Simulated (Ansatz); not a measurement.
C$_{3}$H$_{9}$O$_{2}$, charge +1, singlet, geometry from GFN2-xTB. Base run: HF/def2-SVP run with Ansatz (an electronic-structure program).

Here is a job for Ansatz.
Ansatz 0.2 input:
```yaml
crystal:
  periodic: [false, false, false]
  atoms:
    - {symbol: C, position_ang: [1.90256653, 0.13273951, 0.22931323]}
    - {symbol: C, position_ang: [0.49582885, 0.33006446, -0.30342228]}
    - {symbol: O, position_ang: [-0.31372959, 1.12733899, 0.57664253]}
    - {symbol: C, position_ang: [-0.28997026, -0.99773531, -0.37170092]}
    - {symbol: O, position_ang: [-1.68739764, -0.60981735, -0.24032343]}
    - {symbol: H, position_ang: [2.44780409, 1.07243547, 0.22405553]}
    - {symbol: H, position_ang: [1.87290621, -0.24272709, 1.24880984]}
    - {symbol: H, position_ang: [2.43889837, -0.57506465, -0.39490858]}
    - {symbol: H, position_ang: [0.52050449, 0.79741032, -1.29492390]}
    - {symbol: H, position_ang: [-0.08468147, 2.06137258, 0.51216333]}
    - {symbol: H, position_ang: [-0.15407281, -1.50754515, -1.32500202]}
    - {symbol: H, position_ang: [0.00636017, -1.65370747, 0.44833871]}
    - {symbol: H, position_ang: [-1.50165895, 0.33613819, 0.23410841]}
    - {symbol: H, position_ang: [-2.18759284, -1.21889740, 0.33166565]}
basis:
  gaussian:
    orbitals: def2-SVP
hamiltonian:
  xc: hf
total_charge: 1
```

Each row names what was changed in the base input (with any setting that the change needs).

| change | ΔE vs base (mEh) |
|---|---|
| base | 0.000 |
| accuracy = high | -0.021 |
| point_charge = charge:1.0 position_ang:-5.1395, -1.9033, -0.5297 | 111.3 |
| lower_state_search = light | 0.000 |
| fitting.mean_field = cc-pVTZ-JKFIT | 0.001 |
| fitting.mean_field = def2-universal-JKFIT | … |
| lower_state_search = off | 0.000 |
| lower_state_search = full | 0.000 |
| forces = on | -0.018 |
| point_charge = charge:0.5 position_ang:-3.6542, 2.8562, -2.9903 | 46.436 |
| nuclear_model = gaussian | 0.033 |

Q: Complete the blanks.

A: 
- fitting.mean_field = def2-universal-JKFIT, ΔE vs base (mEh): 0.137
